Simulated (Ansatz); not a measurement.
A run for Ansatz (a program for electronic structure): R-r2SCAN/def2-TZVPP on Cl2 (SMILES ClCl).

Ansatz 0.2 input:
```yaml
crystal:
  periodic: [false, false, false]
  atoms:
    - {symbol: Cl, position_ang: [0.00000000, -0.00000000, -1.00672443]}
    - {symbol: Cl, position_ang: [-0.00000000, 0.00000000, 1.00672443]}
basis:
  gaussian:
    orbitals: def2-TZVPP
hamiltonian:
  xc: {name: r2SCAN}
scf: {lower_state_search: off}
```

It printed:

```
WARN ansatz: RAYON_NUM_THREADS=4 ignored (pool sized by the plan → 4); use --threads N
Functional definition: r2SCAN
these checks for a lower state are left out or cut short: stability, starts, cluster_reference, orbital_swaps, neighbouring_geometries, increment
integrals: 0.02 GiB planned
588 factors; their error is unknown
mean field: 0.20 GiB planned
mean field evaluation 1: about -25043.3353 eV, gradient 7.7e0 eV
mean field evaluation 2: about -25043.4029 eV, gradient 3.6e0 eV
mean field evaluation 4: about -25043.4203 eV, gradient 3.8e-1 eV
mean field evaluation 8: about -25043.4038 eV, gradient 1.0e-3 eV
mean field -25043.40383456 eV, -920.3281158912 hartree, gradient 5.4e-7 eV, S^2 0.000000; 0 other end points of the search recorded, 0 dependent functions left out
reference -25043.40384054 eV, -920.3281161110 hartree; 17, 17 occupied and 67, 67 virtual orbitals, 588 factors
Total energy: -25043.40384054 eV, -920.3281161110 hartree
Checks for a lower state left out: stability, starts, cluster_reference, orbital_swaps, neighbouring_geometries, increment
```

The calculation finished and met its thresholds.

Cost: about 0.8 core-seconds (a rough figure).
